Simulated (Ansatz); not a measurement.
Geometry optimisation, RKS PBE/def2-SVP in Ansatz.

The input (input.yaml):

```yaml
crystal:
  periodic: [false, false, false]
  atoms:
    - { symbol: "N", position_ang: [-1.5435, 0.5828, 2.0481] }
    - { symbol: Ge, position_ang: [-0.3137, -0.3478, 1.0946] }
    - { symbol: F, position_ang: [1.1695, -0.334, 1.9742] }
    - { symbol: C, position_ang: [0.0338, 0.4749, -0.656] }
    - { symbol: Si, position_ang: [1.2098, -0.541, -1.6347] }
    - { symbol: H, position_ang: [-2.31567, -0.11915, 2.3772] }
    - { symbol: H, position_ang: [-1.08715, 0.8683, 2.9868] }
    - { symbol: H, position_ang: [-0.7597, -1.788, 0.9109] }
    - { symbol: H, position_ang: [-0.9992, 0.499, -1.1607] }
    - { symbol: H, position_ang: [0.335, 1.5024, -0.5024] }
    - { symbol: H, position_ang: [1.3952, 0.0792, -2.9178] }
    - { symbol: H, position_ang: [0.7325, -1.9007, -1.7654] }
    - { symbol: H, position_ang: [2.437, -0.5284, -0.9061] }
basis:
  gaussian: { orbitals: def2-SVP }
hamiltonian:
  xc: pbe
relax:
  f_tol: 0.015
  max_steps: 40
```

Launched with:

```bash
$ ansatz run input.yaml --threads 2 --pin off --max-ram 3072MiB --backend cpu --events-out ev --progress --plain --runs-dir out
```

Task: Where does it end, and by what steps?

Result: It converged. The force dipped under the threshold on the way, but the program's further checks kept it going. After 30 steps the energy has fallen by 0.606 eV; F3 moved furthest, 1.52 Å.

```csv
step,energy less start (eV),largest force component (eV/Å),accepted
0,0.0000,2.977,yes
2,-0.4827,0.555,yes
4,-0.5546,0.151,yes
6,-0.5773,0.065,yes
8,-0.5791,0.323,yes
10,-0.5832,0.037,yes
12,-0.5846,0.011,yes
14,-0.5894,0.033,yes
16,-0.5941,0.162,yes
18,-0.5991,0.124,yes
20,-0.6018,0.107,yes
22,-0.6038,0.082,yes
24,-0.6055,0.071,yes
26,-0.6060,0.029,yes
28,-0.6063,0.034,yes
30,-0.6065,0.004,yes
```

```xyz
13
Properties=species:S:1:pos:R:3
N -1.084 0.670 2.187
Ge -0.798 -0.654 0.951
F 0.638 -1.628 1.370
C -0.361 0.133 -0.786
Si 1.416 -0.212 -1.367
H -1.298 0.331 3.132
H -0.323 1.356 2.255
H -1.986 -1.644 0.999
H -1.074 -0.261 -1.541
H -0.533 1.227 -0.719
H 1.644 0.487 -2.683
H 1.642 -1.682 -1.571
H 2.411 0.324 -0.377
```

Whether the end is a true minimum wasn't checked by a vibrational analysis.

Time of the run: 46 s on 2 threads of AMD EPYC 9R45 96-Core Processor (Zen 5), with other jobs on the host, peak memory 0.2 GiB.
